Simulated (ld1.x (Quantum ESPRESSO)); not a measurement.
BLYP PAW dataset for cerium (Ce), scalar-relativistic all-electron reference.

ld1.x (Quantum ESPRESSO) 7.5 input, shortened:

```
&input
   title='Ce', zed=58., rel=1, dft='BLYP', iswitch=3,
   config='[Xe] 4f1 5d1 6s1 6p1'
 /
 &inputp
   pseudotype=3, lpaw=.true., tm=.true., lloc=-2, rcloc=2.50,
   nlcc=.true., new_core_ps=.true., rcore=0.75,
   which_augfun='PSQ', rmatch_augfun_nc=.true.
 /
8
5S  1  0   2.00   0.00  1.95  2.35  0.0
6S  2  0   1.00   0.00  1.95  2.35  0.0
5P  2  1   6.00   0.00  2.30  2.65  0.0
6P  3  1   1.00   0.00  2.30  2.65  0.0
5D  3  2   1.00   0.00  3.00  3.95  0.0
5D  3  2   0.00   1.65  3.00  3.95  0.0
4F  4  3   1.00   0.00  0.90  1.00  0.0
4F  4  3   0.00   1.50  0.90  1.00  0.0
 &test
   configts(1)='4f1 5s2 5p6 5d1 6s1 6p1'
 /
```

All-electron outer shells of the reference configuration (BLYP, scalar-relativistic, ld1.x):

```tsv
shell	level (eV)	outermost node (bohr)	outermost maximum (bohr)
4p	-211.83	0.33	0.62
4d	-111.33	0.31	0.66
5s	-41.50	0.75	1.37
5p	-24.09	0.81	1.55
4f	-6.29	–	0.71
6s	-4.25	1.81	3.63
5d	-3.80	0.92	2.15
6p	-1.69	2.14	4.78
```

What the tests gave:

```
Cutoffs needed                            : 140 Ry and 200 Ry (the cutoffs (Ry, on a coarse ladder) from which the occupation-weighted sum of valence levels, in a spherical-Bessel basis at the reference potential, stays within 10 and 1 mRy of its value at 400 Ry)
Ghost test                                : no extra level below or beside the all-electron valence levels (s, p, d, f tested) (spherical-Bessel basis up to 400 Ry, 20 bohr box)
Configuration tests                       : test run stopped at test 4 of 7 (negative rho)
Lowest eigenvalue of the overlap operator : 0.12 (p channel)
Density cutoff estimated by the generator : 701 Ry
```

Generation and tests took about 2.5 s on one core of a shared server CPU.
